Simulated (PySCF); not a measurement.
Computed shifts of a molecule C3H6FNSi, PySCF with PBE/pcSseg-1, GIAO, gas phase, atoms alike by connectivity averaged where their shifts nearly agree, in ppm (number of nuclei): ¹⁹F: -201.7 (1). ¹³C: 215.6 (1), 96.2 (1), 78.7 (1). ¹⁵N: 485.3 (1). ²⁹Si: -85.3 (1). ¹H: 5.59 (1), 5.04 (1), 4.94 (1), 4.76 (3). References: ¹⁹F against CFCl3 (σ = 133.6 ppm); ¹³C against TMS (σ = 182.0 ppm); ¹⁵N against NH3 (σ = 267.0 ppm); ²⁹Si against TMS (σ = 335.4 ppm); ¹H against TMS (σ = 31.49 ppm), references at their B3LYP-D3(BJ)/def2-TZVP geometries, non-relativistic. Geometry: PBE-D3(BJ)/def2-SVP. Other conformers were not sampled.

**Question.** Pick the molecule that these values belong to.
A. F[C@H]1CC([SiH3])=N1
B. F[C@@H]1CN=C1[SiH3]
C. C[C@@]1(F)N=C[SiH2]1
D. C=C=C[Si@@H](N)F

**Answer.** B, F[C@@H]1CN=C1[SiH3]
